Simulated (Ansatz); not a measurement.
Telling isomers of CHSbSe apart by their spectra

These gas-phase data were calculated for one isomer of CHSbSe at r2SCAN-D4/def2-TZVP (harmonic, unscaled wavenumbers; equilibrium rotational constants with average atomic masses):

| Item | Value |
| --- | --- |
| rotational constants | 167.7, 0.7725, 0.769 GHz |
| all wavenumbers above 1500 cm⁻¹ | 1913 |
| dipole moment | 0.14 D (PBE0/def2-TZVPD) |

Candidates:

(1) `[CH]1=[Sb][Se]1`, a singlet
(2) `[Se]=[C]=[SbH]`, a singlet

Which structure fits?

Candidate (2). No mode falls between 2750 and 3290 cm⁻¹, where the C–H stretch of (1) would stand.

The same quantities for all candidates:

|  | rotational constants (GHz) | wavenumbers above 1500 cm⁻¹ | dipole (D) | E above the lowest, r2SCAN-D4/def2-TZVP (kcal/mol) |
| --- | --- | --- | --- | --- |
| (1) | 19.7, 1.387, 1.296 | 3197 | 1.76 | 0.0 |
| (2) | 167.7, 0.7725, 0.769 | 1913 | 0.14 | 11.3 |

Harmonic stretches to hydrogen usually lie a few per cent above observed fundamentals. Each candidate is one conformer. Atoms past krypton carry core potentials. Programs: Ansatz 0.2.0.
